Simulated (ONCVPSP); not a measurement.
# O: what ONCVPSP 4.0.1 does with a changed input

Command:

```bash
oncvpsp.x < O.dat > O.out
```

Input:

```
# ATOM AND REFERENCE CONFIGURATION
# atsym  z   nc   nv     iexc    psfile
  O 8.00    1    2        4      upf
#
#   n    l    f
    1    0    2.00
    2    0    2.00
    2    1    3.00
#
# PSEUDOPOTENTIAL AND OPTIMIZATION
# lmax
    2
#
#   l,   rc,      ep,       ncon, nbas, qcut
    0    0.70    0.00    3    7   11.70
    1    1.40    0.00    4    8   10.80
    2    1.25    0.29    4    8    7.10
#
# LOCAL POTENTIAL
# lloc, lpopt,  rc(5),   dvloc0
    4    4    0.55    0.00
#
# VANDERBILT-KLEINMAN-BYLANDER PROJECTORs
# l, nproj, debl
    0    2    2.70
    1    2    2.00
    2    3    2.00
#
# MODEL CORE CHARGE
# icmod, fcfact, rcfact
    2    0.55    0.70
#
# LOG DERIVATIVE ANALYSIS
# epsh1, epsh2, depsh
    5.00   -3.00    0.02
#
# OUTPUT GRID
# rlmax, drl
    6.00    0.01
#
# TEST CONFIGURATIONS
# ncnf
    4
# nvcnf
#   n    l    f
    2
    2    0    2.00
    2    1    4.00
#
    2
    2    0    2.00
    2    1    2.00
#
    2
    2    0    2.00
    2    1    1.00
#
    2
    2    0    1.00
    2    1    4.00
#
```

This is an input that runs to its end, with one change: epsh1 and epsh2 swapped.

**Question.** How does the run end?

**Answer.** The program refuses the input: "test_data: must have epsh2 > epsh1".

```
ONCVPSP  (Optimized Norm-Conservinng Vanderbilt PSeudopotential)
scalar-relativistic version 4.0.1

test_data: must have epsh2 > epsh1
ERROR: test_data found   1 ERROR; stopping
```
